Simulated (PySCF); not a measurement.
**[Ti(F)4] (charge 0, multiplicity 1)**

The numbers are results of TPSSh-D3(BJ)/def2-TZVP // BP86-D3(BJ)/def2-SVP in PySCF, not measurements.

```yaml
HOMO: -11.38 eV
dipole_moment: 0.02 D
LUMO: -3.73 eV
HOMO–LUMO gap: 7.65 eV
charge on the central atom (Mulliken): 1.66 e
charge on the central atom (meta-Löwdin): 1.66 e
total_energy: -1249.3323 Ha
cost: around 4 core-minutes (rough)
```

Bonds (Å): Ti1–F2 1.744, Ti1–F3 1.743, Ti1–F4 1.745, Ti1–F5 1.745. Angles (°): F2–Ti1–F3 109.2, F2–Ti1–F4 109.5, F2–Ti1–F5 109.7, F3–Ti1–F4 109.4, F3–Ti1–F5 109.3, F4–Ti1–F5 109.7.
Charge 0, spin multiplicity 1.
